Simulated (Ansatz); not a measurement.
Molecule: C$_{5}$H$_{11}$O, charge 0, multiplicity 2. It need not be the lowest isomer of its formula. 
Structure (B3LYP-D3(BJ)/def2-TZVP (Ansatz, an electronic-structure program) minimum search):
SMILES: [CH](C(C)C)CO
```xyz
17

C     -1.9829     0.9812     0.6883
C     -0.9020    -0.0914     0.5436
C     -1.4911    -1.3758    -0.0777
C      0.2670     0.4121    -0.2321
C      1.5491    -0.3229    -0.2810
O      2.6039     0.5872    -0.5956
H     -2.3727     1.2672    -0.2920
H     -1.5857     1.8779     1.1663
H     -2.8197     0.6166     1.2870
H     -0.5495    -0.3618     1.5491
H     -2.3216    -1.7492     0.5260
H     -1.8641    -1.1767    -1.0850
H     -0.7423    -2.1666    -0.1458
H      0.1464     1.2415    -0.9194
H      1.7328    -0.8213     0.6831
H      1.5110    -1.1225    -1.0431
H      3.3935     0.0785    -0.8068
```
Charge 0, spin multiplicity 2.

Total electronic energies in hartree. Cores are frozen in the correlated levels unless marked. UHF or UKS for open shells. No spin-orbit coupling. No relativistic terms. CBS(X,Y): correlation extrapolated as X^-3; Hartree-Fock from the larger set. [CCSD(T)-MP2]/basis is that difference in the basis named.

| level | program | energy (Eh) |
|---|---|---|
| PBE-D4/def2-TZVPD | Ansatz + dftd4 | -272.06717 |
| r2SCAN-D3(BJ)/def2-TZVPD | Ansatz + dftd3 | [?] |
| PBE0/def2-TZVP | Ansatz | [?] |
| PBE0/def2-QZVPP | Ansatz | [?] |
| LC-wPBE-D3(BJ)/def2-TZVPD | Ansatz + dftd3 | -272.26750 |
| B2GP-PLYP/def2-TZVPD | Ansatz | -272.11426 |
| MP2/cc-pVDZ | Ansatz | -271.45095 |
| MP2/cc-pwCVTZ | Ansatz | -271.75778 |
| RI-MP2/CBS(cc-pVTZ,cc-pVQZ)+[CCSD(T)-MP2]/cc-pVTZ | Ansatz | -271.9886 |

Problem. Complete the blanks.

Solution. 
- r2SCAN-D3(BJ)/def2-TZVPD, energy (Eh): -272.26067
- PBE0/def2-TZVP, energy (Eh): -272.09061
- PBE0/def2-QZVPP, energy (Eh): -272.11121
